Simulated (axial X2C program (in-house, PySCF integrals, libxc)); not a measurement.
**Spin–orbit effects along a row: molecules with Br, PBE0**

Computed with an in-house all-electron X2C program for linear molecules (integrals from PySCF), spin-free (one-electron X2C) or two-component (2c: spin–orbit coupling with atomic mean-field Coulomb and Gaunt terms, which also bring small scalar terms), in Dyall basis sets with cores contracted in-house; open shells are unrestricted.

Basis sets: Al dyall-v3z, Br dyall-cv3z, Cl dyall-av3z, Mg dyall-cv3z, P dyall-v3z, S dyall-av3z, Si dyall-v3z.

```json
{"molecule": "MgBr", "spin-free state": "M_S = 1/2, Λ = 0", "Re (Å)": "2.359", "ωe (cm⁻¹)": "366.4", "De (eV)": "2.89", "2c state": "Ω = 1/2", "Re 2c (Å)": "2.360", "ωe 2c (cm⁻¹)": "365.7", "De 2c (eV)": "2.79"}
{"molecule": "AlBr", "spin-free state": "M_S = 0, Λ = 0", "Re (Å)": "2.317", "ωe (cm⁻¹)": "370.2", "De (eV)": "4.55", "2c state": "Ω = 0", "Re 2c (Å)": "2.318", "ωe 2c (cm⁻¹)": "369.7", "De 2c (eV)": "4.45"}
{"molecule": "SiBr", "spin-free state": "M_S = 1/2, Λ = 1", "Re (Å)": "2.233", "ωe (cm⁻¹)": "421.3", "De (eV)": "3.82", "2c state": "Ω = 1/2", "Re 2c (Å)": "2.233", "ωe 2c (cm⁻¹)": "421.5", "De 2c (eV)": "3.75"}
{"molecule": "PBr", "spin-free state": "?", "Re (Å)": "?", "ωe (cm⁻¹)": "?", "De (eV)": "?", "2c state": "?", "Re 2c (Å)": "?", "ωe 2c (cm⁻¹)": "?", "De 2c (eV)": "?"}
{"molecule": "SBr", "spin-free state": "M_S = 1/2, Λ = 1", "Re (Å)": "2.123", "ωe (cm⁻¹)": "475.5", "De (eV)": "2.64", "2c state": "Ω = 3/2", "Re 2c (Å)": "2.122", "ωe 2c (cm⁻¹)": "476.5", "De 2c (eV)": "2.60"}
{"molecule": "BrCl", "spin-free state": "M_S = 0, Λ = 0", "Re (Å)": "2.136", "ωe (cm⁻¹)": "458.0", "De (eV)": "2.40", "2c state": "Ω = 0", "Re 2c (Å)": "2.139", "ωe 2c (cm⁻¹)": "455.1", "De 2c (eV)": "2.30"}
```

Q: Estimate the 2c Re and ωe of PBr as the mean of its neighbours in the table.

A: Re ≈ 2.178 Å, ωe ≈ 449.0 cm⁻¹. The PBE0 runs give the row below, so the estimate misses by 0.000 Å and 9.5 cm⁻¹.

| molecule | spin-free state | Re (Å) | ωe (cm⁻¹) | De (eV) | 2c state | Re 2c (Å) | ωe 2c (cm⁻¹) | De 2c (eV) |
| --- | --- | --- | --- | --- | --- | --- | --- | --- |
| PBr | M_S = 1, Λ = 0 | 2.177 | 440.5 | 3.00 | Ω = 1 | 2.178 | 439.5 | 2.90 |

Each entry is the lowest single determinant of a limited PBE0 search at one distance. De goes to single-determinant-based atoms at the same level (for ions the charge split of lowest energy) and is withheld (n/a) where an atom does not fit its ground term or J level. Main or longest-lived isotopes. One determinant is a doubtful description, or other states lie close, for PBr; these need not be ground states, and all values refer to the states named. Some open-shell Ω = 0 determinants are out of reach, so the Ω given for PBr need not be the lowest component. With several unpaired electrons the Ω given is that of one determinant, not necessarily of the lowest component. Some light 2c atoms are not at their ground J level, so De misses part of their lowering (0.04 eV or less). The functionals have no current term, which raises determinants with orbital currents.
